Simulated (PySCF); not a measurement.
# Adding and removing an electron: RbS

UHF-CCSD(T); PySCF, scalar-relativistic core potentials, basis sets Rb def2-SVPD with ECP28, S def2-SVPD. Neutral (UHF): doublet (π ↑), Re = 3.053 Å, ωe = 204 cm⁻¹, De = 2.30 eV.

RbS⁺ (UHF): triplet (π ↑↑), Re = 3.585 Å, ωe = 90.8 cm⁻¹, De = 0.30 eV to Rb⁺ + S. The energies at the minima are -421.43097 hartree for RbS and -421.20756 for RbS⁺.

**Question.** Work out the adiabatic ionisation energy, without and with harmonic zero-point energies (1 hartree = 27.2114 eV, 1 eV = 8065.5 cm⁻¹), and the change of the bond length.

**Answer.** At UHF-CCSD(T): 0.22341 hartree = 6.079 eV between the minima; the zero-point term (90.8 − 204.0)/2 cm⁻¹ = -0.007 eV makes it 6.072 eV. Re changes by +53.2 pm against the neutral. The electron leaves a π orbital, and the ion is left as a loose complex of an ion and an atom.

Correlated steps freeze 5 core orbitals. Weak bonds: RbS⁺. Basis-set superposition, not corrected here, can be much of De in a small basis, most of all at correlated wavefunction levels. Spin–orbit coupling is left out. For an ion De counts to the pair picked by the measured ionisation energies or electron affinities, which need not be the lowest pair at this level. States were picked by a PBE0 search and need not be the measured ground states.
